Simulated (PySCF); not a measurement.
A PySCF script (with the pyscf-properties extension) for the NMR shieldings of `C1=CC[O+]([BH3-])C1`, C4H9BO, on a GFN2-xTB geometry:

```python
import basis_set_exchange as bse
import numpy as np
from pyscf import gto, dft
from pyscf.prop import nmr

atoms = """
B     1.981160   -0.009941    0.184818
O     0.386041    0.138506    0.519738
C    -0.285250    1.163926   -0.216860
C    -1.645638    0.602060   -0.484291
C    -1.683442   -0.668951   -0.125222
C    -0.353552   -1.081056    0.421061
H     2.055749   -0.342883   -0.960064
H     2.354780   -0.838137    0.947797
H     2.417768    1.072088    0.397890
H    -0.298646    2.070274    0.397837
H     0.252307    1.382131   -1.148946
H    -2.428025    1.190830   -0.924417
H    -2.503263   -1.357487   -0.204765
H     0.157579   -1.786879   -0.246391
H    -0.411982   -1.526491    1.419904
"""
names = dict.fromkeys(["B", "O", "C", "H"], "pcSseg-1")
basis = {el: gto.basis.parse(bse.get_basis(n, elements=[el], fmt="nwchem")) for el, n in names.items()}
mol = gto.M(atom=atoms, basis=basis, charge=0, verbose=0)
mf = dft.RKS(mol, xc="PBE0")
mf.grids.level = 2
mf.grids.alignment = dft.numint.BLKSIZE   # the property module wants whole blocks of grid points
mf.conv_tol = 1e-9
mf.kernel()

calc = nmr.RKS(mf)   # GIAO
C = mf.mo_coeff
Co = C[:, mf.mo_occ > 0]
resp = mf.gen_response(singlet=True, hermi=2)
def vind(x):   # induced exchange potential for any number of trial vectors
    d = np.einsum("pi,xij,qj->xpq", C, 2 * x.reshape(-1, C.shape[1], Co.shape[1]), Co, optimize=True)
    return np.einsum("xpq,pi,qj->xij", resp(d - d.transpose(0, 2, 1)), C, Co, optimize=True).ravel()
mo1, _ = nmr.rhf.solve_mo1(calc, with_cphf=vind)
sigma = calc.kernel(mo1)
for i, s in enumerate(sigma):   # ppm
    w = np.linalg.eigvalsh((s + s.T) / 2)
    print("%2d %-2s iso %8.1f  s11 %8.1f  s22 %8.1f  s33 %8.1f" % (i, mol.atom_pure_symbol(i), w.mean(), *w))
```

Question: What does it print?

Answer: 
```
 0 B  iso    102.0  s11     76.4  s22     77.4  s33    152.2
 1 O  iso    304.5  s11    206.8  s22    340.4  s33    366.4
 2 C  iso     99.0  s11     52.8  s22     89.7  s33    154.6
 3 C  iso     54.0  s11    -52.9  s22     74.2  s33    140.6
 4 C  iso     53.9  s11    -53.0  s22     74.0  s33    140.6
 5 C  iso     99.0  s11     52.7  s22     89.6  s33    154.6
 6 H  iso     28.7  s11     25.1  s22     26.7  s33     34.2
 7 H  iso     28.6  s11     25.6  s22     26.1  s33     34.0
 8 H  iso     28.6  s11     25.7  s22     26.1  s33     34.0
 9 H  iso     26.6  s11     22.7  s22     25.2  s33     31.8
10 H  iso     26.7  s11     22.8  s22     26.7  s33     30.7
11 H  iso     25.8  s11     24.4  s22     24.9  s33     28.1
12 H  iso     25.8  s11     24.4  s22     24.9  s33     28.1
13 H  iso     26.7  s11     22.8  s22     26.7  s33     30.7
14 H  iso     26.6  s11     22.7  s22     25.2  s33     31.8
```

These numbers come from an equivalent density-fitted implementation of the same equations, which agrees with the script to about 0.01 ppm for H and up to a few tenths of a ppm for heavy atoms, so last digits may differ.

Size and cost of the density-fitted run: 147 basis functions, 35 s wall time on 1 thread of an Arm Neoverse N1, shared host; peak memory 0.7 GiB.
